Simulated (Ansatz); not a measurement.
Consider the ligand exchange at a Ge–C bond: `[GeH3][C]#[C][GeH3]` + `NB(O)F` → `NB(F)[O][GeH3]` + `C#[C][GeH3]`.

Gas-phase electronic energies from Ansatz, PBE0-D4/def2-TZVP geometries. CBS: MP2 limit from def2 TZ/QZ plus the TZ coupled-cluster correction, frozen cores. DFT in def2-TZVPP. For Ge outer-core shells are correlated without core-valence functions, which leaves a few kJ/mol of doubt a bond. Scalar relativity is left out up to krypton. One conformer a species, not always the lowest.

```tsv
level	ΔE (kcal/mol)
B2PLYP	-4.7
r2SCAN	-4.2
MP2/def2-TZVPP	-3.4
SCS-MP2/def2-QZVPP	-4.5
```

Q: What does CCSD(T)/CBS give? (An estimate is asked.)

A: Ansatz gave: -4.0 kcal/mol. The listed levels differ from it by -0.7, -0.2, 0.6, -0.5 kcal/mol.

Largest T1 diagnostic among the species: 0.012.

In def2-TZVPP, CCSD(T) changes the Hartree–Fock value by +2.7 kcal/mol (the triples alone add +0.3 kcal/mol) and MP2 by +3.3 kcal/mol.
